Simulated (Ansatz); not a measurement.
Ansatz (an electronic-structure program) input (HF/3-21G): The .json file is the Basis Set Exchange's 3-21G.

Ansatz 0.2 input:
```yaml
crystal:
  periodic: [false, false, false]
  atoms:
    - {symbol: O, position_ang: [2.11121062, -0.56165081, -0.51465902]}
    - {symbol: B, position_ang: [1.40841586, 0.46114282, 0.08194539]}
    - {symbol: O, position_ang: [0.06426903, 0.44183787, 0.21742398]}
    - {symbol: Si, position_ang: [-1.53233732, -0.02666863, 0.15273520]}
    - {symbol: H, position_ang: [3.06759653, -0.48530108, -0.57923780]}
    - {symbol: H, position_ang: [-2.36822208, 1.01569468, 0.79037986]}
    - {symbol: H, position_ang: [-1.96544253, -0.19650670, -1.25546054]}
    - {symbol: H, position_ang: [-1.72712613, -1.30773676, 0.87417912]}
basis:
  gaussian:
    orbitals: 3-21G.json
hamiltonian:
  xc: {name: HF}
magnetization: {spin_polarized: true, initial_magnetization: 1}
phonons: {temperatures: {t_min: 298.15, t_max: 298.15, t_step: 100}}
```

Output:

```
Functional definition: HF
integrals: 0.01 GiB planned
558 factors; integrals over basis functions are off by at most 2.8e-4 eV
mean field: 0.15 GiB planned
mean field evaluation 1: about -12602.1822 eV, gradient 2.5e1 eV
mean field evaluation 2: about -12602.3933 eV, gradient 2.6e1 eV
mean field evaluation 4: about -12605.3873 eV, gradient 2.4e0 eV
mean field evaluation 8: about -12605.4895 eV, gradient 2.0e-1 eV
mean field -12605.49023483 eV, -463.2432218218 hartree, gradient 1.8e-5 eV, S^2 0.753529; 0 other end points of the search recorded, 0 dependent functions left out
the calculation of the forces begins
reference -12605.49023483 eV, -463.2432218218 hartree; 20, 19 occupied and 28, 29 virtual orbitals, 558 factors
these checks for a lower state are left out or cut short: stability, starts, cluster_reference, orbital_swaps, neighbouring_geometries, increment
integrals: 0.01 GiB planned
558 factors; integrals over basis functions are off by at most 2.8e-4 eV
mean field: 0.15 GiB planned
mean field evaluation 16: about -12605.1575 eV, gradient 1.0e0 eV
mean field -12605.49001157 eV, -463.2432136171 hartree, gradient 9.6e-6 eV, S^2 0.753531; 0 other end points of the search recorded, 0 dependent functions left out
the calculation of the forces begins
reference -12605.49001157 eV, -463.2432136171 hartree; 20, 19 occupied and 28, 29 virtual orbitals, 558 factors
these checks for a lower state are left out or cut short: stability, starts, cluster_reference, orbital_swaps, neighbouring_geometries, increment
integrals: 0.01 GiB planned
558 factors; integrals over basis functions are off by at most 2.8e-4 eV
mean field: 0.15 GiB planned
mean field evaluation 32: about -12605.4900 eV, gradient 1.2e-6 eV
mean field -12605.49001413 eV, -463.2432137112 hartree, gradient 9.7e-6 eV, S^2 0.753527; 0 other end points of the search recorded, 0 dependent functions left out
the calculation of the forces begins
reference -12605.49001413 eV, -463.2432137112 hartree; 20, 19 occupied and 28, 29 virtual orbitals, 558 factors
these checks for a lower state are left out or cut short: stability, starts, cluster_reference, orbital_swaps, neighbouring_geometries, increment
integrals: 0.01 GiB planned
558 factors; integrals over basis functions are off by at most 2.8e-4 eV
mean field: 0.15 GiB planned
mean field -12605.49015432 eV, -463.2432188633 hartree, gradient 9.7e-6 eV, S^2 0.753522; 0 other end points of the search recorded, 0 dependent functions left out
the calculation of the forces begins
reference -12605.49015432 eV, -463.2432188633 hartree; 20, 19 occupied and 28, 29 virtual orbitals, 558 factors
these checks for a lower state are left out or cut short: stability, starts, cluster_reference, orbital_swaps, neighbouring_geometries, increment
integrals: 0.01 GiB planned
558 factors; integrals over basis functions are off by at most 2.8e-4 eV
mean field: 0.15 GiB planned
mean field -12605.49015123 eV, -463.2432187497 hartree, gradient 9.6e-6 eV, S^2 0.753536; 0 other end points of the search recorded, 0 dependent functions left out
the calculation of the forces begins
reference -12605.49015123 eV, -463.2432187497 hartree; 20, 19 occupied and 28, 29 virtual orbitals, 558 factors
these checks for a lower state are left out or cut short: stability, starts, cluster_reference, orbital_swaps, neighbouring_geometries, increment
integrals: 0.01 GiB planned
558 factors; integrals over basis functions are off by at most 2.8e-4 eV
mean field: 0.15 GiB planned
mean field -12605.49020630 eV, -463.2432207732 hartree, gradient 9.7e-6 eV, S^2 0.753525; 0 other end points of the search recorded, 0 dependent functions left out
the calculation of the forces begins
reference -12605.49020630 eV, -463.2432207732 hartree; 20, 19 occupied and 28, 29 virtual orbitals, 558 factors
these checks for a lower state are left out or cut short: stability, starts, cluster_reference, orbital_swaps, neighbouring_geometries, increment
integrals: 0.01 GiB planned
558 factors; integrals over basis functions are off by at most 2.8e-4 eV
mean field: 0.15 GiB planned
mean field evaluation 64: about -12605.4901 eV, gradient 3.7e-3 eV
mean field -12605.49020383 eV, -463.2432206827 hartree, gradient 9.6e-6 eV, S^2 0.753533; 0 other end points of the search recorded, 0 dependent functions left out
the calculation of the forces begins
reference -12605.49020383 eV, -463.2432206827 hartree; 20, 19 occupied and 28, 29 virtual orbitals, 558 factors
these checks for a lower state are left out or cut short: stability, starts, cluster_reference, orbital_swaps, neighbouring_geometries, increment
integrals: 0.01 GiB planned
558 factors; integrals over basis functions are off by at most 2.8e-4 eV
mean field: 0.15 GiB planned
[...]
reference -12605.49021778 eV, -463.2432211952 hartree; 20, 19 occupied and 28, 29 virtual orbitals, 558 factors
these checks for a lower state are left out or cut short: stability, starts, cluster_reference, orbital_swaps, neighbouring_geometries, increment
integrals: 0.01 GiB planned
558 factors; integrals over basis functions are off by at most 2.8e-4 eV
mean field: 0.15 GiB planned
mean field -12605.49022088 eV, -463.2432213091 hartree, gradient 9.7e-6 eV, S^2 0.753529; 0 other end points of the search recorded, 0 dependent functions left out
the calculation of the forces begins
reference -12605.49022088 eV, -463.2432213091 hartree; 20, 19 occupied and 28, 29 virtual orbitals, 558 factors
these checks for a lower state are left out or cut short: stability, starts, cluster_reference, orbital_swaps, neighbouring_geometries, increment
integrals: 0.01 GiB planned
558 factors; integrals over basis functions are off by at most 2.8e-4 eV
mean field: 0.15 GiB planned
mean field evaluation 352: about -12605.4902 eV, gradient 3.7e-3 eV
mean field -12605.49022282 eV, -463.2432213804 hartree, gradient 9.7e-6 eV, S^2 0.753529; 0 other end points of the search recorded, 0 dependent functions left out
the calculation of the forces begins
reference -12605.49022282 eV, -463.2432213804 hartree; 20, 19 occupied and 28, 29 virtual orbitals, 558 factors
these checks for a lower state are left out or cut short: stability, starts, cluster_reference, orbital_swaps, neighbouring_geometries, increment
integrals: 0.01 GiB planned
558 factors; integrals over basis functions are off by at most 2.8e-4 eV
mean field: 0.15 GiB planned
mean field -12605.49022772 eV, -463.2432215606 hartree, gradient 9.7e-6 eV, S^2 0.753529; 0 other end points of the search recorded, 0 dependent functions left out
the calculation of the forces begins
reference -12605.49022772 eV, -463.2432215606 hartree; 20, 19 occupied and 28, 29 virtual orbitals, 558 factors
these checks for a lower state are left out or cut short: stability, starts, cluster_reference, orbital_swaps, neighbouring_geometries, increment
integrals: 0.01 GiB planned
558 factors; integrals over basis functions are off by at most 2.8e-4 eV
mean field: 0.15 GiB planned
mean field -12605.49022588 eV, -463.2432214929 hartree, gradient 9.7e-6 eV, S^2 0.753529; 0 other end points of the search recorded, 0 dependent functions left out
the calculation of the forces begins
reference -12605.49022588 eV, -463.2432214929 hartree; 20, 19 occupied and 28, 29 virtual orbitals, 558 factors
these checks for a lower state are left out or cut short: stability, starts, cluster_reference, orbital_swaps, neighbouring_geometries, increment
integrals: 0.01 GiB planned
558 factors; integrals over basis functions are off by at most 2.8e-4 eV
mean field: 0.15 GiB planned
mean field evaluation 384: about -12605.4902 eV, gradient 9.7e-6 eV
mean field -12605.49017951 eV, -463.2432197888 hartree, gradient 9.7e-6 eV, S^2 0.753529; 0 other end points of the search recorded, 0 dependent functions left out
the calculation of the forces begins
reference -12605.49017951 eV, -463.2432197888 hartree; 20, 19 occupied and 28, 29 virtual orbitals, 558 factors
these checks for a lower state are left out or cut short: stability, starts, cluster_reference, orbital_swaps, neighbouring_geometries, increment
integrals: 0.01 GiB planned
558 factors; integrals over basis functions are off by at most 2.8e-4 eV
mean field: 0.15 GiB planned
mean field -12605.49018073 eV, -463.2432198336 hartree, gradient 9.7e-6 eV, S^2 0.753529; 0 other end points of the search recorded, 0 dependent functions left out
the calculation of the forces begins
reference -12605.49018073 eV, -463.2432198336 hartree; 20, 19 occupied and 28, 29 virtual orbitals, 558 factors
these checks for a lower state are left out or cut short: stability, starts, cluster_reference, orbital_swaps, neighbouring_geometries, increment
integrals: 0.01 GiB planned
558 factors; integrals over basis functions are off by at most 2.8e-4 eV
mean field: 0.15 GiB planned
mean field -12605.49022789 eV, -463.2432215666 hartree, gradient 9.7e-6 eV, S^2 0.753529; 0 other end points of the search recorded, 0 dependent functions left out
the calculation of the forces begins
reference -12605.49022789 eV, -463.2432215666 hartree; 20, 19 occupied and 28, 29 virtual orbitals, 558 factors
these checks for a lower state are left out or cut short: stability, starts, cluster_reference, orbital_swaps, neighbouring_geometries, increment
integrals: 0.01 GiB planned
558 factors; integrals over basis functions are off by at most 2.8e-4 eV
mean field: 0.15 GiB planned
mean field -12605.49022254 eV, -463.2432213701 hartree, gradient 9.7e-6 eV, S^2 0.753529; 0 other end points of the search recorded, 0 dependent functions left out
the calculation of the forces begins
reference -12605.49022254 eV, -463.2432213701 hartree; 20, 19 occupied and 28, 29 virtual orbitals, 558 factors
these checks for a lower state are left out or cut short: stability, starts, cluster_reference, orbital_swaps, neighbouring_geometries, increment
integrals: 0.01 GiB planned
558 factors; integrals over basis functions are off by at most 2.8e-4 eV
mean field: 0.15 GiB planned
mean field evaluation 416: about -12605.4902 eV, gradient 1.5e-2 eV
mean field -12605.49018877 eV, -463.2432201291 hartree, gradient 9.7e-6 eV, S^2 0.753529; 0 other end points of the search recorded, 0 dependent functions left out
the calculation of the forces begins
reference -12605.49018877 eV, -463.2432201291 hartree; 20, 19 occupied and 28, 29 virtual orbitals, 558 factors
these checks for a lower state are left out or cut short: stability, starts, cluster_reference, orbital_swaps, neighbouring_geometries, increment
integrals: 0.01 GiB planned
558 factors; integrals over basis functions are off by at most 2.8e-4 eV
mean field: 0.15 GiB planned
mean field -12605.49018820 eV, -463.2432201084 hartree, gradient 9.7e-6 eV, S^2 0.753529; 0 other end points of the search recorded, 0 dependent functions left out
the calculation of the forces begins
reference -12605.49018820 eV, -463.2432201084 hartree; 20, 19 occupied and 28, 29 virtual orbitals, 558 factors
these checks for a lower state are left out or cut short: stability, starts, cluster_reference, orbital_swaps, neighbouring_geometries, increment
integrals: 0.01 GiB planned
558 factors; integrals over basis functions are off by at most 2.8e-4 eV
mean field: 0.15 GiB planned
mean field -12605.49021641 eV, -463.2432211451 hartree, gradient 9.7e-6 eV, S^2 0.753529; 0 other end points of the search recorded, 0 dependent functions left out
the calculation of the forces begins
reference -12605.49021641 eV, -463.2432211451 hartree; 20, 19 occupied and 28, 29 virtual orbitals, 558 factors
these checks for a lower state are left out or cut short: stability, starts, cluster_reference, orbital_swaps, neighbouring_geometries, increment
integrals: 0.01 GiB planned
558 factors; integrals over basis functions are off by at most 2.8e-4 eV
mean field: 0.15 GiB planned
mean field -12605.49021375 eV, -463.2432210470 hartree, gradient 9.7e-6 eV, S^2 0.753529; 0 other end points of the search recorded, 0 dependent functions left out
the calculation of the forces begins
reference -12605.49021375 eV, -463.2432210470 hartree; 20, 19 occupied and 28, 29 virtual orbitals, 558 factors
WARN: phonons: modes at or below zero, which the zero-point energy, F, S and C_V leave out: 1, the lowest at -8.86 cm⁻¹ …
Total energy: -12605.49023483 eV, -463.2432218218 hartree
Atom 0 at     2.111211    -0.561651    -0.514659 Å, force    -0.000151     0.000673     0.000491 eV/Å
Atom 1 at     1.408416     0.461143     0.081945 Å, force     0.001528    -0.000509    -0.001098 eV/Å
Atom 2 at     0.064269     0.441838     0.217424 Å, force    -0.001537    -0.001293     0.001440 eV/Å
Atom 3 at    -1.532337    -0.026669     0.152735 Å, force     0.000164     0.000459    -0.001304 eV/Å
Atom 4 at     3.067597    -0.485301    -0.579238 Å, force    -0.000737     0.000112     0.000193 eV/Å
Atom 5 at    -2.368222     1.015695     0.790380 Å, force     0.000057     0.000028    -0.000086 eV/Å
Atom 6 at    -1.965443    -0.196507    -1.255461 Å, force    -0.000393     0.000365    -0.000169 eV/Å
Atom 7 at    -1.727126    -1.307737     0.874179 Å, force     0.001067     0.000165     0.000534 eV/Å
Dipole moment:     0.124574    -0.002182    -0.014184 e Å
Vibrations: -8.86 36.04 205.93 504.67 548.64 761.89 791.11 796.62 1017.78 1024.44 1063.15 1097.76 1275.28 1621.71 2299.14 2304.70 2326.43 3952.61 cm⁻¹, zero-point energy 1.340760 eV
```

The blocks after the first are displaced geometries, from whose forces the wavenumbers follow.
